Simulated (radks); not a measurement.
Valence configurations of neutral mercury. Method: scalar-relativistic Kohn-Sham, PBE, spin-polarised, spherical densities, point nucleus; open shells are filled with parallel spins first (spin-orbit coupling, left out, can overturn this in heavy ions); computed with a radial shooting solver on a logarithmic mesh with Libxc functionals. Energies are relative to [Hg]; eigenvalues in eV for spin up.

| valence | E (eV) | moment (Bohr magnetons) | e(4f) | e(5d) | e(6p) | e(6s) |
|---|---|---|---|---|---|---|
| [Hg] | 0.000 | 0 | -95.887 | -9.860 | - | -6.817 |
| [Xe] 4f14 5d10 6s1 6p1 | 5.468 | 2 | -97.948 | -12.039 | -2.431 | -8.808 |
| [Xe] 4f13.5 5d10 6s2 6p0.5 | 49.345 | 1 | -105.04 | -12.798 | -1.901 | -8.264 |
| [Xe] 4f14 5d10 6s1.5 6p0.5 | 2.805 | 1 | -97.028 | -11.059 | -1.837 | -7.913 |
| [Xe] 4f14 5d9 6s1.5 6p1.5 | 12.985 | 3 | -102.37 | -15.467 | -3.202 | -10.366 |
| [Xe] 4f14 5d10 6p2 | 12.000 | 2 | -99.813 | -13.738 | -3.259 | - |
| [Xe] 4f13 5d10 6s2 6p1 | 102.58 | 2 | -114.27 | -15.676 | -2.618 | -9.570 |
| [Xe] 4f14 5d9.5 6s2 6p0.5 | 4.704 | 1 | -98.776 | -12.316 | -1.927 | -8.290 |
| [Xe] 4f14 5d9 6p3 | 23.281 | 4 | -104.82 | -17.766 | -4.396 | - |
| [Xe] 4f13 5d10 6p3 | 116.22 | 4 | -117.64 | -18.942 | -4.401 | - |

NIST lists [Hg] as the ground configuration; this level of theory agrees among the configurations tried. The energies are those of spherical high-spin densities, not of single terms.
